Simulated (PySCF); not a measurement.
A calculated (B2PLYP, PySCF 2.14, x2c-TZVPPall, the spin-free X2C one-electron Hamiltonian (Gaussian nucleus)) atom or ion has these occupied shells.

```
shell  electrons  orbital energy (eV)  rms radius, mean of both spins (bohr)
   1s          2             -27914.1                                 0.0340
   2s          2              -4234.9                                  0.139
   2p          6              -3800.7                                  0.124
   3s          2              -830.57                                  0.372
   3p          6              -686.18                                  0.373
   3d         10              -461.17                                  0.353
   4s          2              -140.32                                  0.905
   4p          6              -95.951                                  0.989
   4d         10              -30.899                                   1.28
   5s          2              -16.433                                   2.70
```

Task: Name the element and its charge.

Result: In⁺ (indium, charge +1), in [Kr] 4d10 5s2, closed-shell 1S.
